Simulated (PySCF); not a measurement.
**Working out the ionisation energy of V²⁺**

V²⁺ [Ar] 3d3 (4F) → V³⁺ [Ar] 3d2 (3F). Calculation: PySCF 2.14, in x2c-TZVPPall (6s5p4d2f1g, 64 functions); the spin-free X2C one-electron Hamiltonian (Gaussian nucleus). Frozen: [Ar]. Energies in hartree (1 hartree = 27.21139 eV):

```json
{"part": "UHF", "V²⁺ (lower)": "-947.422945", "V³⁺ (upper)": "-946.388129"}
{"part": "CCSD correlation", "V²⁺ (lower)": "-0.020834", "V³⁺ (upper)": "-0.004983"}
{"part": "(T)", "V²⁺ (lower)": "-0.000088", "V³⁺ (upper)": "0.000000"}
```

Question: What does Hartree-Fock give?

Answer: (-946.388129) − (-947.422945) = 1.034816 hartree = 28.159 eV.

Question: What do CCSD and CCSD(T) give?

Answer: The CCSD correlation energies differ by 0.015851 hartree = 0.431 eV and the triples by 0.000088 hartree = 0.002 eV, so CCSD gives 28.590 eV and CCSD(T) 28.592 eV.

A first-order spin-orbit estimate adds -0.008 eV to CCSD(T) (valence), giving 28.584 eV against 29.311 eV (measured; NIST Atomic Spectra Database, ionization energies).

What remains against the reference includes basis incompleteness, the frozen core and higher excitations.
